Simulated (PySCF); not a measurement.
Structure revision by computed shifts

A compound C$_{6}$H$_{5}$FSi gives the data below (simulated from a calculation) and was assigned the structure `C#CC1=C[SiH2]C=C1F`.

13C{1H} NMR (computed): δ 181.7 (C), 156.7 (CH), 135.3 (C), 101.0 (CH), 99.1 (CH), 87.0 (C).

1H NMR (500 MHz, computed): δ 7.18 (m, 1H), 4.97 (m, 1H), 4.69 (m, 2H), 3.62 (s, 1H).

Theoretical values (PySCF 2.14.0 with density-fitted response routines): GIAO PBE0/pcSseg-1 shieldings, coordinates at the GFN2-xTB level. Rapidly exchanging positions averaged, non-relativistic Hamiltonian, isolated molecule, one computed conformer.

Shifts are taken against calculated references (same method and geometry level): 1H (31.72 ppm) and 13C (186.93 ppm) vs TMS.

Task: Compare with the shifts computed for the proposed structure, pairing carbons in order of shift.

Result: Mapped SMILES: `[CH:1]#[C:2][C:3]1=[CH:4][SiH2:5][CH:6]=[C:7]1[F:8]`. Each H is labelled by its parent atom.

```
atom  computed for proposal  given list  difference
  C7                  178.1       181.7        -3.6
  C4                  146.5       156.7       -10.2
  C3                  143.8       135.3        +8.5
  C6                   99.7       101.0        -1.3
  C1                   95.1        99.1        -4.0
  C2                   82.5        87.0        -4.5
```

The rms difference is 6.1 ppm and the largest -10.2 ppm at C4 (alkene CH). The proposal doesn't fit.

Task: Which isomer fits?

Result: SMILES C#CC1=CC(F)=C[SiH2]1.

- Carbon types of the structure: 3 × C, 3 × CH, leaving 2 H on heteroatoms.
- δC 181.7, 135.3: fully substituted alkene carbon.
- δC 156.7, 99.1: alkene CH.
- δC 101.0: terminal alkyne carbon; the triple bond shields along its axis, which puts it between sp3 and sp2 carbons.
- δC 87.0: alkyne carbon; sp carbons lie upfield of alkene carbons because the cylindrical π system leaves one tensor component strongly shielded.

Other isomers checked: C#CC1=CC=C(F)[SiH2]1 (rms 7.7 ppm); C#C[Si@@H]1C=CC=C1F (rms 9.8 ppm).

The data come from this structure; uniqueness wasn't tested.

Splittings by 19F in the carbon and heteronuclear signals aren't shown, as no couplings were computed. Shifts are as computed. Against solution values, carbons near 30 ppm lie about +3 ppm off and those near 130 ppm about +5 ppm. Of 1211 compounds with measured shifts, 218 miss one by over three times the rms of a fit or turn the order of signals round; such compounds aren't used in these exercises. Multiplicities follow the n + 1 count of equivalent neighbours, as no J values were calculated; m marks all less simple cases, F and P coupling included.
